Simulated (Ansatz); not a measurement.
`[Cl][Hf]([Cl])([Cl])[I]` + `[NH2][In]([F])[F]` → `[NH2][Hf]([Cl])([Cl])[Cl]` + `[F][In]([F])[I]`  (redistribution)

Computed with Ansatz on PBE0-D4/def2-TZVP structures; ΔE is electronic, products minus reactants. CCSD(T)/CBS adds triple-zeta CCSD(T) − MP2 to the extrapolated MP2 energy (def2 sets, frozen cores). Functionals use def2-TZVPP. Elements past krypton have def2 core potentials. For Hf, I, In outer-core shells are correlated without core-valence functions, which leaves a few kJ/mol of doubt a bond. One conformer a species, not always the lowest.

| level | ΔE (kJ/mol) | difference from CCSD(T)/CBS |
| --- | --- | --- |
| PBE-D4 | -54.0 | -2.0 |
| BLYP-D4 | -57.1 | -5.1 |
| BHLYP-D4 | -64.0 | -12.0 |
| BLYP | -59.9 | -7.9 |
| r2SCAN | -57.7 | -5.7 |
| BHLYP | -66.6 | -14.6 |
| MP2/def2-SVP | -65.3 | -13.3 |
| CCSD(T)/def2-TZVPP | -47.8 | 4.2 |
| SCS-MP2/def2-QZVPP | -48.0 | 4.0 |
| MP2/CBS(def2) | -44.2 | 7.8 |
| CCSD(T)/CBS | -52.0 | 0 |

Largest T1 diagnostic among the species: 0.016.

Leaving LDA and LC-ωPBE aside and taking each functional with its dispersion term where it has one, the values, not all of them listed here, spread over 12.2 kJ/mol, from BHLYP-D4 to PBE-QIDH. LDA lies +3.4 kJ/mol from PBE without D4. From BLYP to BHLYP (50 % exact exchange), in def2-TZVPP and without D4, ΔE moves by −6.7 kJ/mol. In def2-TZVPP, CCSD(T) changes the Hartree–Fock value by +25.9 kJ/mol (the triples alone add +5.9 kJ/mol) and MP2 by +33.7 kJ/mol.
